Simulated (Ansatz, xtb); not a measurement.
## Relative energy of two isomers of C2H6OSi

Structure X is `C[Si](C)=O`, a singlet and structure Y is `C=C[SiH2]O`, a singlet. Both are isolated molecules in the gas phase, relaxed with PBE0-D3(BJ)/def2-SVP; each stands in its lowest conformer found.

**Question.** Estimate E(Y) − E(X) at the level CCSD(T)/def2-SVP + ΔMP2/def2-TZVPP.

**Answer.** Calculated at CCSD(T)/def2-SVP + ΔMP2/def2-TZVPP: E(Y) − E(X) = +5.9 kcal/mol, so structure X lies lower.

How the difference moves with the method:

| level | geometry | E(Y) − E(X) (kcal/mol) | departure from the last row (kcal/mol) | job, with rough time for the two |
| --- | --- | --- | --- | --- |
| GFN2-xTB | GFN2-xTB | +23.6 | +17.7 | optimisation, 0.14 s |
| HF/STO-3G | GFN2-xTB | −3.5 | −9.4 | single point, 0.2 s |
| r2SCAN-D4/def2-SVP | GFN2-xTB | +8.4 | +2.6 | single point, 2.7 s |
| PBE0-D3(BJ)/def2-SVP | PBE0-D3(BJ)/def2-SVP | +6.4 | +0.5 | optimisation, 61 s |
| HF/def2-SVP | PBE0-D3(BJ)/def2-SVP | −5.8 | −11.7 | part of the CCSD(T) run |
| MP2/def2-SVP | PBE0-D3(BJ)/def2-SVP | +6.6 | +0.8 | part of the CCSD(T) run |
| CCSD(T)/def2-SVP | PBE0-D3(BJ)/def2-SVP | +2.6 | −3.2 | single point |
| CCSD(T)/def2-SVP + ΔMP2/def2-TZVPP | PBE0-D3(BJ)/def2-SVP | +5.9 |  | single point, 14 s |

As drawn, Y has 1 C=C, 1 O–Si, 2 Si–H, 1 O–H in place of 1 C–Si, 1 O=Si, 3 C–H.

HF/STO-3G, HF/def2-SVP put the two in the other order. The largest departure from CCSD(T)/def2-SVP + ΔMP2/def2-TZVPP is that of GFN2-xTB, 17.7 kcal/mol. The last row adds to CCSD(T) the change of the MP2 difference between the two basis sets, here +3.2 kcal/mol, a large step that makes the value less sure.

With harmonic frequencies from PBE0-D3(BJ)/def2-SVP (ideal gas, rigid rotor, one conformer each, 298.15 K, 1 atm): the zero-point term adds −1.7 kcal/mol; ΔH is +3.8 and ΔG +4.7 kcal/mol.

The correlated steps freeze 8 core orbitals. Mirror images aren't counted in ΔG. Programs: Ansatz 0.2.0, xtb 6.7.1; the last row on 2 threads of Arm Neoverse V2 on a shared host.
